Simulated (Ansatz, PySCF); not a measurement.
This triplet is an excited state, 1.86 eV above the relaxed singlet at the level frozen-core CCSD(T)/cc-pVTZ // PBE0-D3(BJ)/def2-TZVP (Ansatz, a first-principles code).

Z-matrix (Å, degrees):
```
N
H 1 1.0112
H 1 1.0112 2 109.54
Ge 1 1.8472 2 116.02 3 133.72
H 4 1.5606 1 112.77 2 114.64
```
Charge 0, spin multiplicity 3.

Q: What highest occupied spin orbital, dipole moment and total energy does PBE0-D3(BJ)/def2-TZVP in PySCF give?

A: 
The highest occupied spin orbital is -4.97 eV and the dipole moment is 1.50 D. The total energy is -2133.1818 Ha.
